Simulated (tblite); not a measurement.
C6H10BN.
Geometry (GFN2-xTB, Å), atoms numbered from 1 in this order:
```xyz
18
C6H10BN angstrom
B     -2.5142    0.2037   -0.5495
N     -1.4807   -0.6624    0.4599
C     -0.1128   -0.3070    0.2932
C      0.4300    0.7342    1.0324
C      1.7454    1.1120    0.8296
C      2.5244    0.4507   -0.1048
C      1.9826   -0.5892   -0.8413
C      0.6666   -0.9684   -0.6450
H     -2.1684   -0.0498   -1.6581
H     -3.5942   -0.2215   -0.2797
H     -2.3680    1.3468   -0.2588
H     -1.6543   -1.6323    0.2188
H     -1.8171   -0.4617    1.3958
H     -0.1815    1.2545    1.7549
H      2.1627    1.9268    1.4019
H      3.5506    0.7465   -0.2607
H      2.5847   -1.1074   -1.5724
H      0.2354   -1.7694   -1.2277
```

Calculated harmonic vibrations of the isolated species, GFN2-xTB (tblite), most abundant isotopes, no scaling. The method is semi-empirical: single wavenumbers can be off by several per cent or more. Modes of hydrogen on boron can be 10 to 20 % off. One conformer, not necessarily the lowest.

Harmonic wavenumbers (cm⁻¹): 69.9, 122.4, 157.3, 253.2, 353.4, 376.5, 464.2, 506.2, 590.5, 600.0, 633.0, 659.4, 757.3, 801.0, 868.3, 889.9, 907.4, 924.2, 929.9, 944.5, 990.4, 1061.9, 1065.5, 1082.3, 1126.4, 1140.3, 1181.0, 1192.3, 1246.4, 1248.1, 1254.9, 1288.6, 1329.1, 1449.5, 1475.9, 1490.5, 1600.1, 1602.1, 2448.1, 2477.7, 2487.9, 3079.3, 3080.6, 3087.8, 3093.2, 3102.2, 3386.1, 3408.4.

A = 4459, B = 1499, C = 1246 MHz; mass 107.091 u (most abundant isotopes); point group Cs, symmetry number 1.

Q: Zero-point energy?

A: Half the sum of the wavenumbers: 32143 cm⁻¹ = 91.90 kcal/mol.

Q: Entropy at 298.15 K, 1 bar (ideal gas, RRHO, classical rotation)?

A: Translation 39.95, rotation 28.05, vibration 18.75: S = 86.7 cal/(mol K).

Q: And Cp and H(298.15 K) − H(0)?

A: Cp = 32.81 cal/(mol K), of which vibrations give 24.86 (their classical limit is 48 R = 95.4); H(298.15 K) − H(0) = 5.59 kcal/mol without the zero-point energy, 3.22 from vibrations.

Q: Blend soft modes into free rotors: weight 1/[1 + (100 cm⁻¹/ν̃)⁴] for the oscillator and the rest for a rotor with moment μB/(μ + B), μ = h/(8π²ν), B = 10⁻⁴⁴ kg m². What vibrational entropy results?

A: 17.85 cal/(mol K) in place of 18.75, which changes −T·S at 298.15 K by +0.27 kcal/mol.

Q: How do the functions run with temperature in this model?

A: 
```csv
T (K),S (cal/(mol K)),Cp (cal/(mol K)),H − H(0) (kcal/mol),G − H(0) (kcal/mol),ln q(vib)
50,55.1,10.7,0.44,-2.31,0.19
100,63.6,14.2,1.07,-5.29,0.79
373.15,95.0,40.7,8.35,-27.09,5.42
500,108.6,52.2,14.27,-40.01,7.98
750,132.9,67.8,29.43,-70.27,13.24
1000,153.9,77.6,47.68,-106.18,18.38
```

q(vib) and H(0) count from the zero-point level.

Hindered rotation and anharmonicity are outside this model. Other conformers, if any are populated, would add a mixing term that is left out.
